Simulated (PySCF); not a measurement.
C4H9NSi, SMILES N[SiH]1CC=CC1. The structure is a stationary point at PBE-D3(BJ)/def2-SVP. One conformer was computed; it need not be the lowest.

Computed equilibrium geometry at PBE-D3(BJ)/def2-SVP (PySCF confirms it by a frequency run) as Cartesian coordinates in Å (one conformer of several):
```xyz
15

N      2.0784    -0.5637     0.5215
Si     0.7881     0.0205    -0.5070
C     -0.6538    -1.2302    -0.5051
C     -1.7232    -0.5076     0.2828
C     -1.5422     0.7999     0.5855
C     -0.2802     1.4893     0.1175
H      1.8326    -0.8458     1.4751
H      2.9571    -0.0386     0.5374
H      1.4235     0.2971    -1.8432
H     -0.3680    -2.2039    -0.0505
H     -0.9976    -1.4718    -1.5364
H     -2.6376    -1.0411     0.5968
H     -2.3042     1.3586     1.1575
H     -0.4945     2.2164    -0.6993
H      0.2037     2.0802     0.9259
```
